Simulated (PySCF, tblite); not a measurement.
C₄H₇N₃Si.
Numbering: `[CH3:1][c:2]1[cH:3][c:4]([SiH3:5])[n:6][n:7][n:8]1` (hydrogens: H9, H10, H11 on C1; H12 on C3; H13, H14, H15 on Si5)

Computed with GFN2-xTB (tblite), gas phase: Langevin dynamics at 200 K from the optimised GFN2-xTB geometry, time step 0.5 fs, friction 0.01 fs⁻¹, 2000 steps. Over the second half of the run the saved frames average 200 K.

Frame at 250 fs, instantaneous temperature 188 K:
```
atom  x, y, z in Å
C1     -2.883    0.185   -0.078
C2     -1.543   -0.344   -0.079
C3     -0.406    0.493   -0.059
C4      0.818   -0.179   -0.188
Si5     2.487    0.730   -0.228
N6      0.833   -1.498   -0.267
N7     -0.233   -2.211   -0.209
N8     -1.433   -1.671   -0.146
H9     -3.278    0.179    0.974
H10    -3.501   -0.499   -0.621
H11    -2.992    1.145   -0.552
H12    -0.466    1.565    0.074
H13     3.207    0.322    1.042
H14     2.025    2.132   -0.420
H15     3.324    0.336   -1.319
```

Frame at 425 fs, instantaneous temperature 251 K:
```
atom  x, y, z in Å
C1     -2.902    0.242   -0.084
C2     -1.550   -0.377   -0.063
C3     -0.377    0.351   -0.077
C4      0.827   -0.384   -0.053
Si5     2.486    0.397   -0.039
N6      0.845   -1.692    0.023
N7     -0.294   -2.303    0.021
N8     -1.408   -1.740   -0.022
H9     -2.938    0.949    0.735
H10    -3.669   -0.486   -0.062
H11    -2.883    0.777   -1.054
H12    -0.381    1.462   -0.024
H13     2.365    1.469    1.047
H14     2.764    1.009   -1.349
H15     3.500   -0.620    0.321
```

Frame at 625 fs, instantaneous temperature 215 K:
```
atom  x, y, z in Å
C1     -2.881    0.672   -0.044
C2     -1.631   -0.117   -0.037
C3     -0.407    0.587    0.058
C4      0.771   -0.164    0.058
Si5     2.488    0.581   -0.028
N6      0.659   -1.482   -0.058
N7     -0.510   -2.098   -0.201
N8     -1.603   -1.433   -0.194
H9     -2.687    1.594   -0.624
H10    -3.196    1.013    0.955
H11    -3.676    0.082   -0.477
H12    -0.436    1.764    0.058
H13     2.729    0.935   -1.386
H14     3.406   -0.397    0.625
H15     2.381    1.806    0.823
```

Frame at 800 fs, instantaneous temperature 175 K:
```
atom  x, y, z in Å
C1     -2.856    0.062    0.787
C2     -1.549   -0.486    0.313
C3     -0.467    0.369    0.233
C4      0.757   -0.132   -0.134
Si5     2.329    0.949   -0.234
N6      0.847   -1.362   -0.541
N7     -0.220   -2.151   -0.458
N8     -1.363   -1.759   -0.057
H9     -3.457    0.549    0.047
H10    -2.709    0.742    1.649
H11    -3.491   -0.754    1.125
H12    -0.661    1.446    0.434
H13     3.454    0.086   -0.550
H14     2.492    1.808    0.927
H15     2.020    1.853   -1.333
```

Frame at 1000 fs, instantaneous temperature 159 K:
```
atom  x, y, z in Å
C1     -2.618   -0.117    1.016
C2     -1.244   -0.497    0.509
C3     -0.192    0.422    0.438
C4      0.971   -0.015   -0.168
Si5     2.588    0.992   -0.451
N6      1.019   -1.260   -0.685
N7      0.009   -2.031   -0.666
N8     -1.109   -1.669   -0.123
H9     -2.894    0.817    0.580
H10    -2.701   -0.042    2.119
H11    -3.300   -0.885    0.671
H12    -0.214    1.388    0.874
H13     3.409    0.519    0.665
H14     2.334    2.402   -0.374
H15     3.092    0.470   -1.772
```

**Question.** What do single points at PBE0/pcSseg-1 (PySCF, gas phase) give on these frames?

**Answer.** 
```json
{"t (fs)": "250", "GFN2-xTB E above start (eV)": "0.25", "DFT E above lowest frame (eV)": "0.00", "HOMO (eV)": "-7.06", "LUMO (eV)": "-1.97", "dipole (D)": "5.06"}
{"t (fs)": "425", "GFN2-xTB E above start (eV)": "0.31", "DFT E above lowest frame (eV)": "0.15", "HOMO (eV)": "-6.65", "LUMO (eV)": "-1.85", "dipole (D)": "4.98"}
{"t (fs)": "625", "GFN2-xTB E above start (eV)": "0.34", "DFT E above lowest frame (eV)": "0.11", "HOMO (eV)": "-7.14", "LUMO (eV)": "-1.98", "dipole (D)": "5.08"}
{"t (fs)": "800", "GFN2-xTB E above start (eV)": "0.27", "DFT E above lowest frame (eV)": "0.08", "HOMO (eV)": "-6.94", "LUMO (eV)": "-1.87", "dipole (D)": "5.12"}
{"t (fs)": "1000", "GFN2-xTB E above start (eV)": "0.19", "DFT E above lowest frame (eV)": "0.00", "HOMO (eV)": "-6.93", "LUMO (eV)": "-1.74", "dipole (D)": "5.30"}
```

The two levels order the frames alike by energy but for pairs within 0.08 eV at one level; measured from each level's lowest frame they differ by 0.06 eV at most. The HOMO–LUMO gap runs from 4.80 to 5.19 eV. These are instantaneous structures, not minima.

**Question.** And the isotropic GIAO shieldings (ppm) from the same runs?

**Answer.** 
```csv
atom,250 fs,425 fs,625 fs,800 fs,1000 fs,mean,range
C1,163.9,164.1,160.3,164.5,161.5,162.9,4.2
C2,23.0,22.2,27.3,28.3,23.7,24.9,6.1
C3,52.7,54.9,42.7,54.6,56.5,52.3,13.8
C4,23.7,27.9,21.8,28.6,18.8,24.2,9.8
Si5,414.7,415.6,421.4,421.2,416.3,417.8,6.7
N6,-177.6,-152.0,-207.4,-181.9,-182.6,-180.3,55.4
N7,-272.2,-268.5,-261.9,-284.9,-251.9,-267.9,33.0
N8,-167.2,-170.8,-161.2,-170.0,-167.1,-167.3,9.6
H9,27.8,28.9,28.6,29.1,29.5,28.8,1.7
H10,29.0,29.2,28.3,28.8,28.4,28.7,0.9
H11,29.6,28.2,28.9,28.9,28.8,28.9,1.4
H12,23.9,23.7,23.0,24.2,24.5,23.9,1.5
H13,26.1,26.4,27.6,27.1,26.8,26.8,1.5
H14,26.9,26.9,26.4,27.3,27.5,27.0,1.1
H15,27.3,26.5,26.8,27.2,26.1,26.8,1.2
```

The cost below is that of the whole dynamics run. Time: 13 s wall; peak memory 0.18 GiB. Hardware: Arm Neoverse V1, one thread, on a shared host.
